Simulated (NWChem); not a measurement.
System: CH5BO; SMILES BOC

Here is an NWChem input.

```
start job
memory heap 200 mb stack 900 mb global 1100 mb
geometry units angstroms noautoz
  B      0.187620    -1.296176     0.000000
  H     -0.462338    -2.300197     0.000000
  H      1.390550    -1.299080     0.000000
  O     -0.494395    -0.137385     0.000000
  C      0.147232     1.133618     0.000000
  H      1.238662     1.032692     0.000000
  H     -0.169973     1.686755    -0.889742
  H     -0.169973     1.686755     0.889742
end
basis spherical
  B library def2-tzvp
  H library def2-tzvp
  O library def2-tzvp
  C library def2-tzvp
end
dft
  xc r2scan
  iterations 150
  vectors input atomic output neutral.movecs
end
task dft energy
charge 1
dft
  odft
  mult 2
  vectors input atomic output cation.movecs
end
task dft energy
```

NWChem printed, in part:

```
             Northwest Computational Chemistry Package (NWChem) 7.3.0
             --------------------------------------------------------

 CS  symmetry detected

                             Geometry "geometry" -> ""
                             -------------------------

 Output coordinates in angstroms (scale by  1.889725989 to convert to a.u.)

  No.       Tag          Charge          X              Y              Z
 ---- ---------------- ---------- -------------- -------------- --------------
    1 B                    5.0000     0.20921984    -1.29597774     0.00000000
    2 H                    1.0000    -0.43389461    -2.30439600     0.00000000
    3 H                    1.0000     1.41214177    -1.29070034     0.00000000
    4 O                    8.0000    -0.48066052    -0.14185204     0.00000000
    5 C                    6.0000     0.15230733     1.13348538     0.00000000
    6 H                    1.0000     1.24439850     1.03998471     0.00000000
    7 H                    1.0000    -0.16865231     1.68445222    -0.88974200
    8 H                    1.0000    -0.16865231     1.68445222     0.88974200

 Effective nuclear repulsion energy (a.u.)      70.1050105974

      Symmetry information
      --------------------

 Group name             Cs
 Group number              2
 Group order               2
 No. of unique centers     7

                                 NWChem DFT Module
                                 -----------------

 Summary of "ao basis" -> "ao basis" (spherical)
 ------------------------------------------------------------------------------
       Tag                 Description            Shells   Functions and Types
 ---------------- ------------------------------  ------  ---------------------
 B                         def2-tzvp                11       31   5s3p2d1f
 H                         def2-tzvp                 4        6   3s1p
 O                         def2-tzvp                11       31   5s3p2d1f
 C                         def2-tzvp                11       31   5s3p2d1f

      Symmetry analysis of basis
      --------------------------

        a'         84
        a"         39

            General Information
            -------------------
          SCF calculation type: DFT
          Wavefunction type:  closed shell.
          No. of atoms     :     8
          No. of electrons :    24
           Alpha electrons :    12
            Beta electrons :    12
          Charge           :     0
          Spin multiplicity:     1
          Use of symmetry is: on ; symmetry adaption is: on
          Maximum number of iterations: 150
          AO basis - number of functions:   123
                     number of shells:    53
          Convergence on energy requested:  1.00D-06
          Convergence on density requested:  1.00D-05
          Convergence on gradient requested:  5.00D-04

              XC Information
              --------------
                      r^2SCAN Method XC Functional
               r^2SCAN metaGGA Exchange Functional  1.000
                     r^2SCAN Correlation Potential  1.000

             Grid Information
             ----------------
          Grid used for XC integration:  medium
          Radial quadrature: Mura-Knowles
          Angular quadrature: Lebedev.
          Tag              B.-S. Rad. Rad. Pts. Rad. Cut. Ang. Pts.
          ---              ---------- --------- --------- ---------
          B                   0.85       49          10.0       434
          H                   0.35       45          11.0       434
          O                   0.60       49           8.0       434
          C                   0.70       49          11.0       434
          Grid pruning is: on
          Number of quadrature shells:   327
          Spatial weights used:  Erf1

      Superposition of Atomic Density Guess
      -------------------------------------

 Sum of atomic energies:        -139.48939430

      Non-variational initial energy
      ------------------------------

 Total energy =    -140.888819
 1-e energy   =    -326.731947
 2-e energy   =     115.738117
 HOMO         =      -0.374166
 LUMO         =       0.003956

      Symmetry analysis of molecular orbitals - initial
      -------------------------------------------------

  Numbering of irreducible representations:

     1 a'          2 a"

  Orbital symmetries:

     1 a'          2 a'          3 a'          4 a'          5 a'
     6 a'          7 a'          8 a"          9 a'         10 a'
    11 a"         12 a'         13 a"         14 a'         15 a'
    16 a'         17 a'         18 a'         19 a"         20 a'
    21 a"         22 a'

   convergence    iter        energy       DeltaE   RMS-Dens  Diis-err
 ---------------- ----- ----------------- --------- --------- ---------
 d= 0,ls=0.0,diis     1   -141.1260290289 -2.11D+02  5.64D-03  4.61D-01
 d= 0,ls=0.0,diis     2   -141.0655644504  6.05D-02  3.52D-03  1.12D+00
 d= 0,ls=0.0,diis     3   -141.1690632079 -1.03D-01  8.32D-04  6.08D-02
 d= 0,ls=0.0,diis     4   -141.1735818929 -4.52D-03  3.28D-04  6.45D-03
 d= 0,ls=0.0,diis     5   -141.1743108028 -7.29D-04  7.69D-05  3.33D-04
  Resetting Diis
 d= 0,ls=0.0,diis     6   -141.1743531175 -4.23D-05  2.06D-05  1.14D-05
 d= 0,ls=0.0,diis     7   -141.1743546649 -1.55D-06  8.55D-06  6.29D-07
 d= 0,ls=0.0,diis     8   -141.1743546192  4.57D-08  4.33D-06  1.20D-06

         Total DFT energy =     -141.174354619170
      One electron energy =     -329.450526966017
           Coulomb energy =      138.043623644028
    Exchange-Corr. energy =      -19.872461894574
 Nuclear repulsion energy =       70.105010597392

 Numeric. integr. density =       23.999996116473

                  Occupations of the irreducible representations
                  ----------------------------------------------

                     irrep           alpha         beta
                     --------     --------     --------
                     a'               10.0         10.0
                     a"                2.0          2.0

                       DFT Final Molecular Orbital Analysis
                       ------------------------------------

 Vector   10  Occ=2.000000D+00  E=-3.283817D-01  Symmetry=a'
              MO Center=  4.2D-02, -1.6D-01,  3.4D-15, r^2= 3.0D+00
   Bfn.  Coefficient  Atom+Function         Bfn.  Coefficient  Atom+Function
  ----- ------------  ---------------      ----- ------------  ---------------
    49      0.225398  4 O  px                 7      0.204634  1 B  py
    52      0.186349  4 O  px                80     -0.182286  5 C  px
   107     -0.178577  6 H  s                 33     -0.163912  2 H  s
    83     -0.138929  5 C  px                55      0.122377  4 O  px
   106     -0.117025  6 H  s                 10      0.104574  1 B  py

 Vector   11  Occ=2.000000D+00  E=-2.998828D-01  Symmetry=a"
              MO Center= -2.5D-01,  2.8D-01, -2.1D-15, r^2= 1.8D+00
   Bfn.  Coefficient  Atom+Function         Bfn.  Coefficient  Atom+Function
  ----- ------------  ---------------      ----- ------------  ---------------
    51      0.367241  4 O  pz                54      0.314173  4 O  pz
    57      0.207361  4 O  pz                82     -0.178880  5 C  pz
   113      0.162449  7 H  s                119     -0.162449  8 H  s
     8      0.144002  1 B  pz                85     -0.128996  5 C  pz
    11      0.113945  1 B  pz               112      0.098567  7 H  s

 Vector   12  Occ=2.000000D+00  E=-2.724400D-01  Symmetry=a'
              MO Center=  1.3D-01, -9.1D-01,  3.9D-16, r^2= 2.4D+00
   Bfn.  Coefficient  Atom+Function         Bfn.  Coefficient  Atom+Function
  ----- ------------  ---------------      ----- ------------  ---------------
    49      0.292815  4 O  px                52      0.244457  4 O  px
     6     -0.212004  1 B  px                39     -0.200509  3 H  s
    40     -0.178045  3 H  s                 55      0.176159  4 O  px
    33      0.167816  2 H  s                 34      0.153625  2 H  s
     9     -0.138391  1 B  px                38     -0.128887  3 H  s

 Vector   13  Occ=0.000000D+00  E=-3.416976D-02  Symmetry=a"
              MO Center=  2.2D-01, -1.2D+00, -7.1D-15, r^2= 2.5D+00
   Bfn.  Coefficient  Atom+Function         Bfn.  Coefficient  Atom+Function
  ----- ------------  ---------------      ----- ------------  ---------------
    14      0.445167  1 B  pz                11      0.433932  1 B  pz
     8      0.353186  1 B  pz                57     -0.261160  4 O  pz
    51     -0.219594  4 O  pz                54     -0.175740  4 O  pz
   114     -0.045604  7 H  s                120      0.045604  8 H  s
   113     -0.037395  7 H  s                119      0.037395  8 H  s

 Vector   14  Occ=0.000000D+00  E= 4.971329D-02  Symmetry=a'
              MO Center=  1.4D-01,  4.8D-01,  5.6D-15, r^2= 5.4D+00
   Bfn.  Coefficient  Atom+Function         Bfn.  Coefficient  Atom+Function
  ----- ------------  ---------------      ----- ------------  ---------------
    79      2.433780  5 C  s                  5     -1.315594  1 B  s
   108     -0.973200  6 H  s                114     -0.937245  7 H  s
   120     -0.937245  8 H  s                 13     -0.662174  1 B  py
     4      0.647702  1 B  s                 87      0.330792  5 C  py
    86      0.321257  5 C  px                48      0.284979  4 O  s

 Vector   15  Occ=0.000000D+00  E= 7.585013D-02  Symmetry=a'
              MO Center=  3.8D-01,  1.2D+00,  1.8D-13, r^2= 4.9D+00
   Bfn.  Coefficient  Atom+Function         Bfn.  Coefficient  Atom+Function
  ----- ------------  ---------------      ----- ------------  ---------------
    79      2.251933  5 C  s                 48     -0.879668  4 O  s
   108     -0.841924  6 H  s                114     -0.765061  7 H  s
   120     -0.765061  8 H  s                 87     -0.722348  5 C  py
    78      0.465338  5 C  s                  5     -0.459774  1 B  s
    56     -0.455365  4 O  py                40      0.435910  3 H  s

     Multipole analysis of the density
     ---------------------------------

     L   x y z        total         alpha         beta         nuclear
     -   - - -        -----         -----         ----         -------
     0   0 0 0     -0.000000    -12.000000    -12.000000     24.000000

     1   1 0 0      0.270536      0.135268      0.135268      0.000000
     1   0 1 0      0.617271      0.308636      0.308636      0.000000
     1   0 0 1     -0.000000     -0.000000     -0.000000      0.000000

     2   2 0 0    -15.930236    -18.667865    -18.667865     21.405495
     2   1 1 0      0.097089     -0.181368     -0.181368      0.459825
     2   1 0 1      0.000000      0.000000      0.000000      0.000000
     2   0 2 0    -14.545281    -60.838564    -60.838564    107.131848
     2   0 1 1      0.000000      0.000000      0.000000      0.000000
     2   0 0 2    -14.019182     -9.836591     -9.836591      5.654001

                                 NWChem DFT Module
                                 -----------------

      Symmetry analysis of basis
      --------------------------

        a'         84
        a"         39

            General Information
            -------------------
          SCF calculation type: DFT
          Wavefunction type:  spin polarized.
          No. of atoms     :     8
          No. of electrons :    23
           Alpha electrons :    12
            Beta electrons :    11
          Charge           :     1
          Spin multiplicity:     2
          Use of symmetry is: on ; symmetry adaption is: on
          Maximum number of iterations: 150
          AO basis - number of functions:   123
                     number of shells:    53
          Convergence on energy requested:  1.00D-06
          Convergence on density requested:  1.00D-05
          Convergence on gradient requested:  5.00D-04

              XC Information
              --------------
                      r^2SCAN Method XC Functional
               r^2SCAN metaGGA Exchange Functional  1.000
                     r^2SCAN Correlation Potential  1.000

             Grid Information
             ----------------
          Grid used for XC integration:  medium
          Radial quadrature: Mura-Knowles
          Angular quadrature: Lebedev.
          Tag              B.-S. Rad. Rad. Pts. Rad. Cut. Ang. Pts.
          ---              ---------- --------- --------- ---------
          B                   0.85       49          10.0       434
          H                   0.35       45          11.0       434
          O                   0.60       49           8.0       434
          C                   0.70       49          11.0       434
          Grid pruning is: on
          Number of quadrature shells:   327
          Spatial weights used:  Erf1

      Superposition of Atomic Density Guess
      -------------------------------------

 Sum of atomic energies:        -139.48939430

 Renormalizing density from      24.00 to     23

      Non-variational initial energy
      ------------------------------

 Total energy =    -136.718897
 1-e energy   =    -313.118116
 2-e energy   =     106.294208
 HOMO         =      -0.664345
 LUMO         =      -0.294890

   Symmetry analysis of molecular orbitals - initial alpha
   -------------------------------------------------------

  Numbering of irreducible representations:

     1 a'          2 a"

  Orbital symmetries:

     1 a'          2 a'          3 a'          4 a'          5 a'
     6 a'          7 a'          8 a"          9 a'         10 a'
    11 a"         12 a'         13 a"         14 a'         15 a'
    16 a'         17 a'         18 a"         19 a'         20 a'
    21 a"         22 a'

   Symmetry analysis of molecular orbitals - initial beta
   ------------------------------------------------------

  Numbering of irreducible representations:

     1 a'          2 a"

  Orbital symmetries:

     1 a'          2 a'          3 a'          4 a'          5 a'
     6 a'          7 a'          8 a"          9 a'         10 a'
    11 a"         12 a'         13 a"         14 a'         15 a'
    16 a'         17 a'         18 a"         19 a'         20 a'
    21 a"         22 a'

   convergence    iter        energy       DeltaE   RMS-Dens  Diis-err
 ---------------- ----- ----------------- --------- --------- ---------
 d= 0,ls=0.0,diis     1   -140.4943755679 -2.11D+02  8.31D-03  6.17D-01
                                                     7.88D-03  5.97D-01
 d= 0,ls=0.0,diis     2   -138.1924922828  2.30D+00  7.14D-03  5.26D+00
                                                     6.01D-03  3.89D+00
 d= 0,ls=0.0,diis     3   -140.7683501053 -2.58D+00  5.72D-04  7.07D-03
                                                     7.14D-04  7.67D-03
 d= 0,ls=0.0,diis     4   -140.7693700220 -1.02D-03  2.67D-04  8.56D-03
                                                     2.96D-04  6.83D-03
 d= 0,ls=0.0,diis     5   -140.7718471333 -2.48D-03  1.24D-04  2.04D-03
                                                     2.69D-04  1.65D-03
  Resetting Diis
 d= 0,ls=0.0,diis     6   -140.7727695218 -9.22D-04  6.25D-05  2.68D-04
                                                     1.81D-04  1.85D-04
 d= 0,ls=0.0,diis     7   -140.7728153973 -4.59D-05  1.14D-04  1.50D-04
                                                     3.67D-04  1.21D-04
 d= 0,ls=0.0,diis     8   -140.7716437330  1.17D-03  7.75D-05  2.12D-03
                                                     2.61D-04  2.20D-03
 d= 0,ls=0.0,diis     9   -140.7729015052 -1.26D-03  1.48D-05  1.83D-05
                                                     3.71D-05  1.53D-05
 d= 0,ls=0.0,diis    10   -140.7729131586 -1.17D-05  3.72D-06  1.80D-06
                                                     5.26D-06  1.51D-06
 d= 0,ls=0.0,diis    11   -140.7729140361 -8.78D-07  4.72D-06  6.39D-07
                                                     2.73D-06  2.46D-07

[...]
```

Level: r2SCAN/def2-TZVP, vertical spin-unrestricted ions. All runs use the structure optimised with B3LYP/6-31G* (spherical d).
